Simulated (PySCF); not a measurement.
Ionisation energy of Pd²⁶⁺ by level of theory

Pd²⁶⁺ [Ar] 3d2 [3d3/2^2, M_J = 2] → Pd²⁷⁺ [Ar] 3d1 [3d3/2^1, M_J = 3/2], as a difference of total energies. Calculation: PySCF 2.14, in an even-tempered Gaussian basis (16 s from 3.7 bohr⁻², ratio 2.8; 12 p from 4.8 bohr⁻², ratio 2.8; 8 d from 4.8 bohr⁻², ratio 2.8; 3 f from 15 bohr⁻², ratio 3); the two-component X2C-1e Hamiltonian. Correlated levels: [Ne] frozen; the 74 highest virtual spinors dropped. "Screened" scales the spin-orbit matrix elements by Boettger's factors to mimic the two-electron term; Breit and QED terms are absent.

```json
{"method": "GHF (spin-free)", "ionisation energy (eV)": "1363.3"}
{"method": "GMP2 (spin-free)", "ionisation energy (eV)": "1363.1"}
{"method": "GHF (screened spin-orbit)", "ionisation energy (eV)": "1365.8"}
{"method": "GMP2 (screened spin-orbit)", "ionisation energy (eV)": "1365.7"}
```

Breit and QED terms and the two-electron picture change are absent.

The spin-free rows relax to the high-spin LS determinant and lack the spin-orbit shift.

The labels give the starting determinants; with spin-orbit coupling the two ends relaxed to ⟨J²⟩ = 6.21, ⟨L²⟩ = 10.95, ⟨S²⟩ = 1.68 and ⟨J²⟩ = 3.75, ⟨L²⟩ = 6.01, ⟨S²⟩ = 0.76.

For comparison: 1366 ± 4 eV (theoretical estimate listed by NIST; NIST Atomic Spectra Database, ionization energies).
